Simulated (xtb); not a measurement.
C₃H₆F₂Si, SMILES F[C@@H]1C([SiH3])[C@H]1F. All values are semi-empirical tight-binding results from xtb (GFN2-xTB unless named), good for trends rather than for accurate numbers. Geometry optimised at GFN2-xTB. The structure was generated by enumeration; whether it is a known compound was not checked.

Optimised geometry:

Bonds (Å): F1–C2 1.363, C2–C3 1.489, C2–C5 1.499, C2–H7 1.082, C3–F4 1.365, C3–C5 1.498, C3–H8 1.083, C5–Si6 1.893, C5–H9 1.083, Si6–H10 1.460, Si6–H11 1.462, Si6–H12 1.463. Angles (°): F1–C2–C3 117.6, F1–C2–C5 118.9, F1–C2–H7 110.6, C3–C2–C5 60.2, C3–C2–H7 120.4, C5–C2–H7 121.1, C2–C3–F4 117.5, C2–C3–C5 60.3, C2–C3–H8 120.5, F4–C3–C5 118.4, F4–C3–H8 110.5, C5–C3–H8 121.7, C2–C5–C3 59.6, C2–C5–Si6 119.3, C2–C5–H9 114.7, C3–C5–Si6 120.3, C3–C5–H9 114.0, Si6–C5–H9 116.8, C5–Si6–H10 108.9, C5–Si6–H11 107.3, C5–Si6–H12 106.6, H10–Si6–H11 111.5, H10–Si6–H12 110.8, H11–Si6–H12 111.4.

**Question.** Estimate the properties. (Estimate from the structure and the level; the computed values follow.)

**Answer.** 
```yaml
orbital_gap: 5.94 eV
dipole_moment: 1.79 D
zero_point_energy: 48.9 kcal/mol
G − E(el) at 298.15 K (modified RRHO): 29.0 kcal/mol
static polarisability (D4 model): 63.8 bohr³
solvation energy, GFN2-xTB/ALPB(water): -1.6 kcal/mol
solvation energy, GFN2-xTB/ALPB(benzene): -3.1 kcal/mol
```

**Question.** Give the atomic charges and the Wiberg bond orders between heavy atoms. (An estimate is asked for; the answer gives what the named calculation found.)

**Answer.** charges (e) F1 -0.24, C2 0.13, C3 0.13, F4 -0.25, C5 -0.16, Si6 0.46, H7 0.05, H8 0.06, H9 0.05, H10 -0.07, H11 -0.07, H12 -0.08. Bond orders F1–C2 0.94, C2–C3 0.96, C3–F4 0.93, C2–C5 0.96, C3–C5 0.96, C5–Si6 0.85.
